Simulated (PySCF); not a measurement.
Molecule: SMILES CCCCCCO, C6H14O.

Molfile (atoms numbered from 1):
```
C6H14O
     RDKit          3D

 21 20  0  0  0  0  0  0  0  0999 V2000
   -3.4844   -0.0392    0.1763 C   0  0  0  0  0  0  0  0  0  0  0  0
   -2.1256    0.5443   -0.1763 C   0  0  0  0  0  0  0  0  0  0  0  0
   -0.9618   -0.3619    0.2005 C   0  0  0  0  0  0  0  0  0  0  0  0
    0.4029    0.2138   -0.1487 C   0  0  0  0  0  0  0  0  0  0  0  0
    1.5641   -0.6929    0.2292 C   0  0  0  0  0  0  0  0  0  0  0  0
    2.9264   -0.1126   -0.1120 C   0  0  0  0  0  0  0  0  0  0  0  0
    3.9878   -0.9790    0.1848 O   0  0  0  0  0  0  0  0  0  0  0  0
   -3.5695   -0.2280    1.2587 H   0  0  0  0  0  0  0  0  0  0  0  0
   -4.3050    0.6366   -0.1084 H   0  0  0  0  0  0  0  0  0  0  0  0
   -3.6516   -0.9999   -0.3370 H   0  0  0  0  0  0  0  0  0  0  0  0
   -2.0824    0.7571   -1.2593 H   0  0  0  0  0  0  0  0  0  0  0  0
   -1.9996    1.5214    0.3230 H   0  0  0  0  0  0  0  0  0  0  0  0
   -1.0838   -1.3405   -0.2985 H   0  0  0  0  0  0  0  0  0  0  0  0
   -1.0018   -0.5754    1.2845 H   0  0  0  0  0  0  0  0  0  0  0  0
    0.4421    0.4252   -1.2328 H   0  0  0  0  0  0  0  0  0  0  0  0
    0.5227    1.1933    0.3494 H   0  0  0  0  0  0  0  0  0  0  0  0
    1.4669   -1.6705   -0.2736 H   0  0  0  0  0  0  0  0  0  0  0  0
    1.5260   -0.9030    1.3152 H   0  0  0  0  0  0  0  0  0  0  0  0
    2.9827    0.0860   -1.1951 H   0  0  0  0  0  0  0  0  0  0  0  0
    3.0454    0.8714    0.3888 H   0  0  0  0  0  0  0  0  0  0  0  0
    3.9568   -1.1699    1.1279 H   0  0  0  0  0  0  0  0  0  0  0  0
  1  2  1  0
  2  3  1  0
  3  4  1  0
  4  5  1  0
  5  6  1  0
  6  7  1  0
  1  8  1  0
  1  9  1  0
  1 10  1  0
  2 11  1  0
  2 12  1  0
  3 13  1  0
  3 14  1  0
  4 15  1  0
  4 16  1  0
  5 17  1  0
  5 18  1  0
  6 19  1  0
  6 20  1  0
  7 21  1  0
M  END
```

Geometry PBE0-D3(BJ)/def2-SVP throughout; GIAO in PySCF 2.14.0 with density-fitted response routines, gas phase, one conformer, non-relativistic; equivalent atoms averaged; functional PBE0.

Question: How do the shifts δ (against TMS, H2O at the same level) depend on the basis set? (a selection of nuclei; ppm; last column core-seconds on shared hosts with different chips, so compare them loosely)

Answer: 
| basis set | functions | C3 | C4 | C2 | C1 | O7 | H8/H9/H10 | H13/H14 | H15/H16 | H21 | core-s |
| --- | --- | --- | --- | --- | --- | --- | --- | --- | --- | --- | --- |
| STO-3G | 49 | 29.9 | 28.2 | 26.7 | 20.3 | -0.8 | 0.72 | 0.68 | 0.63 | -2.58 | 9.2 |
| pcSseg-0 | 91 | 35.6 | 28.7 | 25.8 | 18.0 | 38.1 | 1.12 | 1.13 | 1.00 | -1.22 | 14 |
| 6-31G | 91 | 34.1 | 27.8 | 25.3 | 16.6 | 29.4 | 1.10 | 1.43 | 1.26 | -0.90 | 18 |
| 6-31G* | 126 | 33.3 | 27.0 | 25.0 | 16.1 | 28.4 | 0.98 | 1.34 | 1.17 | -0.71 | 25 |
| cc-pVDZ | 168 | 36.9 | 30.1 | 28.0 | 17.0 | 42.2 | 0.90 | 1.11 | 0.97 | -1.08 | 34 |
| def2-SVP | 168 | 34.7 | 28.2 | 25.5 | 15.8 | 38.8 | 0.84 | 1.03 | 0.90 | -0.85 | 31 |
| pcSseg-1 | 189 | 36.4 | 29.0 | 27.1 | 16.6 | 43.1 | 1.01 | 1.09 | 0.95 | -0.40 | 26 |
| 6-311+G(2d,p) | 273 | 36.3 | 28.9 | 27.1 | 15.6 | 40.8 | 0.92 | 1.17 | 1.05 | -0.58 | 76 |
| aug-cc-pVDZ | 287 | 36.3 | 29.2 | 27.6 | 15.8 | 41.9 | 1.01 | 1.24 | 1.13 | -0.39 | 80 |
| def2-TZVP | 301 | 37.3 | 29.8 | 28.0 | 16.5 | 43.3 | 0.94 | 1.21 | 1.11 | -0.58 | 84 |

Question: Which nucleus among those listed moves most, in ppm?

Answer: O7 (alcohol oxygen): from -0.8 ppm with STO-3G to 43.3 ppm with def2-TZVP. The smallest spread is 0.40 ppm, at H8/H9/H10. Proton shifts span only some 12 ppm, so a few tenths of a ppm matter as much there as several ppm in carbon.

Question: Taking the largest basis, def2-TZVP (301 functions), as the yardstick, rank the others by their worst heavy-atom deviation.

Answer: pcSseg-1 0.9 ppm (189 functions), cc-pVDZ 1.1 ppm (168 functions), aug-cc-pVDZ 1.4 ppm (287 functions), 6-311+G(2d,p) 2.5 ppm (273 functions), def2-SVP 4.5 ppm (168 functions), pcSseg-0 5.2 ppm (91 functions), 6-31G 13.8 ppm (91 functions), 6-31G* 14.9 ppm (126 functions), STO-3G 44.0 ppm (49 functions).

A small basis that lands close on one nucleus may do so by chance; judge by the trend and by all nuclei.
